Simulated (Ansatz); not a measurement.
Stepwise reaction of `N[SiH2]O[SiH2]N` with hydrogen fluoride, as a gas-phase model of exchange steps in deposition or etching. ΔE in kJ/mol.

Program: Ansatz. Geometries: PBE0-D4/def2-TZVP. ΔE: electronic, gas phase. CCSD(T)/CBS adds triple-zeta CCSD(T) − MP2 to the extrapolated MP2 energy (def2 sets, frozen cores). This one scheme is used for every species. DFT in def2-TZVPP. B3LYP here is the variant with VWN-RPA as its local correlation; programs differ in this. One conformer a species, not always the lowest.

```
step                                                    reaction  PBE-D4  B3LYP-D4  ωB97M-V  CCSD(T)/CBS
   1          `N[SiH2]O[SiH2]N` + H–F → `N[SiH2]O[SiH](N)F` + H₂  -141.3    -150.6   -150.6       -146.6
   2  `N[SiH2]O[SiH](N)F` + H–F → `N[Si@@H](F)O[Si@@H](N)F` + H₂  -133.2    -143.1   -143.5       -140.3
```

(1) By hand: ΔE of the 2 steps together at CCSD(T)/CBS.

Results:

(1) (-146.6) + (-140.3) = -286.9 kJ/mol, or -143.4 kJ/mol a step.

In ΔE each step is higher than the one before. All are downhill at CCSD(T)/CBS. PBE-D4 differs from CCSD(T)/CBS by 5.3 to 7.1 kJ/mol a step. Isolated molecules leave out the surface, adducts and barriers. Largest T1 diagnostic: 0.011.
